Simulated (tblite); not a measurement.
C₆H₈FNSi (charge -1 and doublet state).
SMILES with atom numbers: `[CH2-:1][CH:2][c:3]1[cH:4][cH:5][cH:6][n:7]1[SiH2:8][F:9]` (hydrogens: H10, H11 on C1; H12 on C2; H13 on C4; H14 on C5; H15 on C6; H16, H17 on Si8)
Bond orders are those of one Lewis drawing.

Computed with GFN2-xTB (tblite), gas phase: L-BFGS steps from a force-field or distance-geometry start until the largest atomic force falls under 0.01 eV/Å.

Step 22: E = -721.6741 eV
```
atom  x, y, z in Å  |  force x, y, z in eV/Å
C1     -2.1750   -1.7079   -0.1119    0.073   0.075   0.144
C2     -0.8865   -1.2845   -0.2909   -0.106   0.219  -0.258
C3     -0.4700    0.0550   -0.1882    0.074   0.135   0.026
C4     -1.2282    1.2387   -0.2028   -0.100   0.106   0.140
C5     -0.3713    2.3061    0.0787    0.001   0.041   0.040
C6      0.8985    1.8124    0.2155    0.061  -0.107   0.005
N7      0.8750    0.4241    0.0246    0.079  -0.094   0.193
Si8     2.1709   -0.6719    0.2092    0.002  -0.075   0.115
F9      2.4306   -1.8443   -0.9367    0.031   0.204   0.114
H10    -2.8952   -1.1088    0.4135   -0.149   0.209  -0.169
H11    -2.4894   -2.6938   -0.3848   -0.022  -0.360   0.027
H12    -0.1562   -2.0170   -0.6144    0.127  -0.008  -0.001
H13    -2.2670    1.3201   -0.4754    0.003  -0.092   0.163
H14    -0.6361    3.3473    0.2167   -0.047  -0.092  -0.184
H15     1.8026    2.3169    0.5149   -0.005  -0.130  -0.133
H16     3.4128    0.0971    0.1485   -0.028  -0.058  -0.026
H17     1.9775   -1.5775    1.3735    0.004   0.028  -0.195
```

Step 23: E = -721.6930 eV
```
atom  x, y, z in Å  |  force x, y, z in eV/Å
C1     -2.1808   -1.7157   -0.1246    0.029  -0.010   0.118
C2     -0.8888   -1.2821   -0.2646   -0.185   0.123  -0.286
C3     -0.4753    0.0584   -0.1520    0.129   0.073   0.041
C4     -1.2275    1.2464   -0.1735   -0.052  -0.063   0.114
C5     -0.3605    2.3138    0.0771   -0.168  -0.069  -0.032
C6      0.9043    1.8123    0.2079    0.056  -0.100  -0.015
N7      0.8733    0.4228    0.0459    0.053  -0.099   0.180
Si8     2.1747   -0.6714    0.2150   -0.016  -0.087   0.004
F9      2.4548   -1.8308   -0.9471    0.018   0.239   0.154
H10    -2.9214   -1.1325    0.3882   -0.153   0.293  -0.142
H11    -2.5070   -2.6923   -0.4349    0.137  -0.241   0.065
H12    -0.1503   -2.0168   -0.5712    0.112   0.065  -0.012
H13    -2.2681    1.3085   -0.4372   -0.049   0.003   0.158
H14    -0.6270    3.3546    0.1840   -0.022   0.012  -0.131
H15     1.8123    2.3214    0.4687    0.136  -0.073  -0.070
H16     3.4114    0.1052    0.1513   -0.025  -0.049  -0.021
H17     1.9686   -1.5899    1.3571    0.002  -0.016  -0.125
```

Step 24: E = -721.7137 eV
```
atom  x, y, z in Å  |  force x, y, z in eV/Å
C1     -2.1842   -1.7178   -0.1404   -0.038   0.112   0.179
C2     -0.8953   -1.2759   -0.2624    0.000   0.091  -0.216
C3     -0.4795    0.0642   -0.1266    0.092  -0.157   0.032
C4     -1.2289    1.2537   -0.1486   -0.082  -0.265   0.058
C5     -0.3557    2.3171    0.0795   -0.180  -0.069  -0.076
C6      0.9046    1.8044    0.2113    0.070   0.052  -0.036
N7      0.8705    0.4173    0.0704   -0.024  -0.079   0.119
Si8     2.1771   -0.6742    0.2212   -0.022   0.006  -0.105
F9      2.4710   -1.8150   -0.9562    0.020   0.200   0.140
H10    -2.9351   -1.1382    0.3613   -0.164   0.313  -0.137
H11    -2.5056   -2.6911   -0.4523    0.128  -0.366   0.011
H12    -0.1453   -2.0153   -0.5435    0.042   0.174  -0.026
H13    -2.2722    1.2959   -0.4019   -0.067   0.090   0.145
H14    -0.6209    3.3597    0.1497    0.014   0.063  -0.065
H15     1.8190    2.3148    0.4294    0.242  -0.003  -0.007
H16     3.4098    0.1075    0.1541   -0.017  -0.028  -0.015
H17     1.9634   -1.5951    1.3450   -0.015  -0.134  -0.002
```

**Question.** Estimate the geometry and energy of step 25. (The exact step hangs on the optimiser's Hessian estimate; all steps are aligned on step 24, rigid shifts and turns removed.)

**Answer.** E = -721.7342 eV, largest force 0.316 eV/Å
```
atom  x, y, z in Å  |  force x, y, z in eV/Å
C1     -2.1911   -1.7187   -0.1563   -0.011   0.078   0.153
C2     -0.9002   -1.2684   -0.2576   -0.057  -0.094  -0.102
C3     -0.4820    0.0668   -0.0940    0.000  -0.245   0.017
C4     -1.2324    1.2559   -0.1188   -0.033  -0.312   0.025
C5     -0.3534    2.3199    0.0797   -0.099  -0.099  -0.097
C6      0.9063    1.7987    0.2132    0.065   0.199  -0.060
N7      0.8682    0.4113    0.0999   -0.080   0.009   0.049
Si8     2.1799   -0.6770    0.2259   -0.036   0.090  -0.135
F9      2.4917   -1.7940   -0.9651    0.026   0.123   0.082
H10    -2.9573   -1.1400    0.3298   -0.083   0.241  -0.186
H11    -2.5033   -2.6975   -0.4786    0.179  -0.187   0.063
H12    -0.1380   -2.0114   -0.5105   -0.041   0.250  -0.045
H13    -2.2795    1.2845   -0.3583   -0.054   0.139   0.132
H14    -0.6119    3.3673    0.1096    0.037   0.016  -0.009
H15     1.8322    2.3086    0.3826    0.202   0.011   0.025
H16     3.4071    0.1107    0.1573    0.007   0.004  -0.004
H17     1.9565   -1.6047    1.3311   -0.023  -0.224   0.092
```

The energy changes by -0.0205 eV. The first-order estimate −F·Δx gives -0.0285 eV and the mean of the old and new forces, exact on a quadratic surface, -0.0204 eV. The step makes an angle of 75° with the force vector and moves no atom by more than 0.049 Å.

What follows is the cost of the whole relaxation. Time: 2.8 s wall, 2.4 s CPU. Hardware: one thread of an Intel Xeon at 2.50 GHz, shared host with 64 logical CPUs at a one-minute load of 54.
